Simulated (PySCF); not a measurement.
## Identify the compound

An unknown has the formula C$_{4}$HF$_{5}$. Its calculated NMR data are:

$^{1}$H NMR (600 MHz, computed): δ 2.47 (t, J = 6.0 Hz, 1H).

$^{13}$C{$^{1}$H} NMR (computed): δ 128.4 (qt, J = 360.1, 36.2 Hz), 111.7 (tq, J = 309.9, 40.0 Hz), 89.6 (t, J = 3.2 Hz), 76.3 (t, J = 34.9 Hz).

- structure optimised with GFN2-xTB
- J couplings at B3LYP/pcJ-1 (spin–dipole term only in couplings to heteroatoms)
- PBE0/pcSseg-1 with gauge-including orbitals
- code: PySCF
- one computed conformer, no solvent model, one averaged value for each set of equivalent atoms, non-relativistic Hamiltonian

Chemical shifts δ = σref − σ; $^{1}$H, $^{13}$C against TMS, all at this level.

**Question.** Propose a structure and justify it.

**Answer.** 
- The formula gives 2 degrees of unsaturation (no ring in the answer).
- 4 carbon signals for 4 carbons: no two carbons are equivalent.
- Carbon types of the structure: 3 × C, 1 × CH, which accounts for all hydrogens.
- δC 128.4: CF3 carbon; 3 electronegative neighbours deshield it.
- δC 111.7: propargylic fully substituted sp3 carbon bonded to 2 F; 2 electronegative neighbours deshield it.
- δC 89.6: terminal alkyne carbon; the triple bond shields along its axis, which puts it between sp3 and sp2 carbons.
- δC 76.3: alkyne carbon; sp carbons lie upfield of alkene carbons because the cylindrical π system leaves one tensor component strongly shielded.
- δH 2.47: hydrogen on a terminal alkyne carbon; it lies on the axis of the triple bond, in its shielding cone.

The compound is `C#CC(F)(F)C(F)(F)F`.

The data come from this structure; uniqueness wasn't tested.

C–F couplings over four or more bonds (about 3 Hz to the para carbon of a fluoroarene) are left out. Common functionals overestimate the size of one-bond C–F couplings by tens of Hz; these are unscaled. Multiplet labels drop couplings under 1 Hz and merge nearly equal ones. Shifts are as computed. Against solution values, carbons near 30 ppm lie about +3 ppm off and those near 130 ppm about +5 ppm. Of 1211 compounds with measured shifts, 218 miss one by over three times the rms of a fit or turn the order of signals round; such compounds aren't used in these exercises.
